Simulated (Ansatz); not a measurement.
Ansatz (an electronic-structure program) input (wB97X/def2-TZVPD):

Ansatz 0.2 input:
```yaml
crystal:
  periodic: [false, false, false]
  atoms:
    - {symbol: Hf, position_ang: [-0.00000000, -0.00000000, -0.21219238]}
    - {symbol: F, position_ang: [0.00000000, 0.00000000, 1.69753905]}
basis:
  gaussian:
    orbitals: def2-TZVPD
hamiltonian:
  xc: {name: wB97X}
total_charge: -1
magnetization: {spin_polarized: true, initial_magnetization: 2}
```

Output:

```
Functional definition: wB97X
integrals: 0.04 GiB planned
582 factors; their error is unknown
integrals: 0.07 GiB planned
141 factors; integrals over basis functions are off by at most 7.0e-5 eV
mean field: 0.37 GiB planned
mean field evaluation 1: about -4015.2604 eV, gradient 4.0e1 eV
mean field evaluation 2: about -4016.3971 eV, gradient 5.1e1 eV
mean field evaluation 4: about -4023.1551 eV, gradient 2.4e0 eV
mean field evaluation 8: about -4023.2387 eV, gradient 2.6e-1 eV
mean field evaluation 16: about -4023.2469 eV, gradient 1.5e-3 eV
mean field evaluation 32: about -4023.7808 eV, gradient 6.4e-1 eV
mean field evaluation 64: about -4023.7992 eV, gradient 8.1e-6 eV
mean field evaluation 96: about -4023.6839 eV, gradient 1.5e0 eV
mean field -4023.79916855 eV, -147.8718920152 hartree, gradient 7.0e-6 eV, S^2 2.007527; 8 other end points of the search recorded, 0 dependent functions left out
reference -4023.79916096 eV, -147.8718917364 hartree; 12, 10 occupied and 71, 73 virtual orbitals, 582 factors
Total energy: -4023.79916096 eV, -147.8718917364 hartree
```

This state (charge -1, triplet) is run at the relaxed geometry of the species with charge 0 and multiplicity 4.
